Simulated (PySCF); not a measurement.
PySCF input for Os(OH)3 (H3O3Os), SMILES [OH][Os]([OH])[OH] (connectivity only; charge and spin as stated), neutral, multiplicity 4, PBE0-D3(BJ)/def2-SVP. Geometry: PBE0-D3(BJ)/def2-SVP. The spin state was assumed, not searched. The def2 effective core potentials stand for the cores of Os; spin–orbit coupling is left out. The values are those of a single conformer.

```python
import numpy as np
from pyscf import gto, scf, dft, df
from pyscf.hessian import thermo

mol = gto.M(
    atom='''
    Os   -0.03312862   -0.07286275   -0.00282800
    O    -1.17668238   -1.56045069   -0.14695749
    H    -1.92456165   -1.68767990    0.45161480
    O    -0.19184750    1.64560047   -0.73506281
    H     0.57236047    2.21023968   -0.53575392
    O     1.61404760    0.53000521    0.72726277
    H     1.90583467    0.09376973    1.53712702
    ''',
    basis='def2-SVP',
    ecp={'Os': 'def2-svp'},
    charge=0,
    spin=3,
    max_memory=1600,
    verbose=3,
)
mf = dft.UKS(mol, xc='pbe0').density_fit(auxbasis='def2-universal-jkfit')
mf.disp = 'd3bj'
mf.grids.level = 3
mf.conv_tol = 1e-11
mf.max_cycle = 100
mf.kernel()
fine, coarse = mf.grids, dft.Grids(mol).set(level=1).build(with_non0tab=True)
for _ in range(3):  # follow internal instabilities
    mf.grids = coarse
    mo, _, stable, _ = mf.stability(return_status=True, nroots=4)
    mf.grids = fine
    if stable:
        break
    mf.kernel(mf.make_rdm1(mo, mf.mo_occ))

# [left out here: the lines that compute and print the analytic Hessian (its translational invariance restored by hand, since the grid's response is missing), thermochemistry and intensities]
```

It prints:

```

WARN: HOMO -0.519029209165776 >= LUMO -0.5644035212984

converged SCF energy = -317.719150846166  <S^2> = 3.7618391  2S+1 = 4.0059152
<class 'pyscf.df.df_jk.DFUKS'> wavefunction is stable in the internal stability analysis

WARN: DFTD3 does not support analytical Hessian, using finite difference


WARN: Mole.unit (angstrom) is changed to Bohr

Mode                                 0                   1                   2
Irrep
Freq [cm^-1]                      108.7332            135.8430            192.3379
Reduced mass [au]                   3.0581              1.4712              5.6322
Force const [Dyne/A]                0.0213              0.0160              0.1228
Char temp [K]                     156.4428            195.4478            276.7314
Normal mode                   x     y     z       x     y     z       x     y     z
       0  Os                 0.02 -0.01  0.01    0.00 -0.00  0.01   -0.01  0.01  0.02
       1   O                -0.11  0.09 -0.08   -0.03  0.03 -0.08    0.07 -0.04 -0.11
       2   H                -0.16  0.14 -0.14   -0.03  0.05 -0.07    0.03 -0.16 -0.20
       3   O                -0.08 -0.04 -0.01    0.01 -0.04 -0.04    0.03 -0.02 -0.07
       4   H                -0.10 -0.01 -0.01    0.00 -0.02 -0.04    0.09 -0.06 -0.16
       5   O                 0.02  0.06 -0.03   -0.02  0.09 -0.01    0.06 -0.06 -0.10
       6   H                -0.14  0.39  0.20    0.48 -0.44 -0.48   -0.05  0.15  0.06
Mode                                 3                   4                   5
Irrep
Freq [cm^-1]                      259.0259            394.9838            468.6875
Reduced mass [au]                   4.2410              1.1202              1.1374
Force const [Dyne/A]                0.1677              0.1030              0.1472
Char temp [K]                     372.6807            568.2938            674.3369
Normal mode                   x     y     z       x     y     z       x     y     z
       0  Os                 0.01  0.01  0.00   -0.00  0.00  0.00    0.00 -0.00  0.00
       1   O                 0.00  0.02 -0.01    0.00 -0.00 -0.00   -0.05  0.04 -0.06
       2   H                -0.00  0.02 -0.01    0.01  0.02  0.01    0.56 -0.42  0.61
       3   O                -0.14 -0.03 -0.07    0.02 -0.02 -0.07    0.01 -0.00 -0.02
       4   H                -0.19  0.10 -0.24   -0.43  0.29  0.78   -0.00  0.01 -0.03
       5   O                 0.02 -0.13  0.07    0.02 -0.02 -0.02   -0.01  0.00  0.00
       6   H                 0.02 -0.28 -0.01    0.00 -0.01 -0.01   -0.06  0.03  0.03
Mode                                 6                   7                   8
Irrep
Freq [cm^-1]                      621.4008            669.4325            695.3946
Reduced mass [au]                   1.1496             10.2123              8.6213
Force const [Dyne/A]                0.2615              2.6964              2.4563
Char temp [K]                     894.0574            963.1643           1000.5180
Normal mode                   x     y     z       x     y     z       x     y     z
       0  Os                -0.00  0.00  0.00    0.02 -0.01  0.01   -0.01 -0.02 -0.00
       1   O                 0.01 -0.07 -0.05   -0.01 -0.01 -0.01    0.14  0.17  0.01
       2   H                 0.19  0.82  0.39   -0.03  0.06 -0.02    0.14  0.19  0.01
       3   O                -0.00 -0.01  0.00   -0.00  0.11 -0.04   -0.01  0.05 -0.02
       4   H                 0.02 -0.02 -0.02   -0.02  0.14 -0.07    0.02 -0.01  0.02
       5   O                 0.01 -0.01 -0.00   -0.18 -0.06 -0.08    0.01 -0.00  0.01
       6   H                 0.01  0.05  0.03    0.02  0.07 -0.09    0.07  0.05  0.01
Mode                                 9                  10                  11
Irrep
Freq [cm^-1]                      718.6804            794.3925            858.7241
Reduced mass [au]                   9.0987              1.1405              1.1370
Force const [Dyne/A]                2.7689              0.4241              0.4940
Char temp [K]                    1034.0211           1142.9540           1235.5128
Normal mode                   x     y     z       x     y     z       x     y     z
       0  Os                 0.00  0.01 -0.00    0.00 -0.01  0.01    0.01  0.00  0.00
       1   O                 0.04  0.05  0.01    0.00  0.01 -0.01   -0.00 -0.00 -0.00
       2   H                 0.04  0.06 -0.00   -0.01  0.07 -0.01    0.00 -0.01  0.01
       3   O                 0.02 -0.17  0.08    0.01  0.04 -0.01   -0.06  0.02 -0.04
       4   H                -0.03 -0.09  0.02   -0.07  0.17 -0.10    0.37 -0.70  0.44
       5   O                -0.11 -0.03 -0.05    0.03  0.06 -0.04   -0.01 -0.01 -0.01
       6   H                -0.18 -0.07 -0.05   -0.74 -0.52 -0.05   -0.15 -0.15 -0.03
Mode                                12                  13                  14
Irrep
Freq [cm^-1]                     3786.9128           3853.8791           3880.3545
Reduced mass [au]                   1.0656              1.0663              1.0670
Force const [Dyne/A]                9.0036              9.3312              9.4661
Char temp [K]                    5448.5244           5544.8740           5582.9662
Normal mode                   x     y     z       x     y     z       x     y     z
       0  Os                 0.00  0.00 -0.00    0.00 -0.00 -0.00   -0.00 -0.00  0.00
       1   O                 0.00  0.00 -0.00    0.05  0.01 -0.04   -0.00 -0.00  0.00
       2   H                -0.01 -0.00  0.01   -0.75 -0.14  0.59    0.04  0.01 -0.03
       3   O                 0.05  0.04  0.01   -0.00 -0.00  0.00    0.00  0.00  0.00
       4   H                -0.75 -0.57 -0.19    0.01  0.01  0.00   -0.01 -0.00 -0.00
       5   O                 0.00  0.00 -0.00    0.00 -0.00  0.00    0.02 -0.03  0.05
       6   H                 0.00 -0.00  0.01   -0.02  0.02 -0.04   -0.30  0.43 -0.81
temperature 298.1500 [K]
pressure 101325.00 [Pa]
Rotational constants [GHz] 8.54767 3.89199 2.69632
Symmetry number 1
Zero-point energy (ZPE) 0.03973 [Eh]   104307.084 [J/mol]
                           tot       elec      trans        rot        vib
Entropy [J/mol/K]       352.561     11.526    177.163    107.469     56.402
Cv [J/mol/K]             87.639      0.000     12.472     12.472     62.696
Cp [J/mol/K]             95.953      0.000     20.786     12.472     62.696
Internal energy [J/mol]                      3718.434   3718.434 113844.938
Internal energy [Eh]   -317.67296  -317.71915
Enthalpy [J/mol]                             6197.391   3718.434 113844.938
Enthalpy [Eh]          -317.67201
Gibbs free energy [J/mol]                  -46623.904 -28323.547  97028.638
Gibbs free energy [Eh] -317.71205
mode   freq/cm-1   IR/(km/mol)
   1      108.73        19.226
   2      135.84        63.690
   3      192.34         2.480
   4      259.03         7.577
   5      394.98       104.401
   6      468.69       101.455
   7      621.40       171.923
   8      669.43        94.763
   9      695.39       111.350
  10      718.68        39.749
  11      794.39       103.746
  12      858.72       138.383
  13     3786.91       117.635
  14     3853.88       155.126
  15     3880.35       144.198
max |gradient| / (hartree/bohr): 8.542469944741995e-05
APT charges: [ 1.1305 -0.7265  0.3339 -0.6687  0.3091 -0.6817  0.3034]
```

The run converged.
